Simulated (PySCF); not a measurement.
Computed shifts of a molecule CH5FO2Si2, PBE0/pcSseg-1 (PySCF), GIAO, gas phase, atoms alike by connectivity averaged where their shifts nearly agree, in ppm (number of nuclei): ¹⁹F: -135.0 (1). ²⁹Si: -7.4 (1), -36.6 (1). ¹³C: 55.4 (1). ¹H: 5.31 (2), 4.84 (1), 4.24 (1), 4.16 (1). References: ¹⁹F against CFCl3 (σ = 167.2 ppm); ²⁹Si against TMS (σ = 352.7 ppm); ¹⁷O against H2O (σ = 334.2 ppm); ¹³C against TMS (σ = 186.3 ppm); ¹H against TMS (σ = 31.56 ppm), references at their B3LYP-D3(BJ)/def2-TZVP geometries, non-relativistic. Geometry: B3LYP-D3(BJ)/def2-SVP. The values are those of a single conformer.

### Question
Which molecule gave these data?
A. O=C(O[SiH3])[SiH2]F
B. F[Si@H]1OC[SiH2]O1
C. F[Si]1([SiH3])OCO1
D. F[Si@H]1OCO[SiH2]1

### Answer
B, F[Si@H]1OC[SiH2]O1
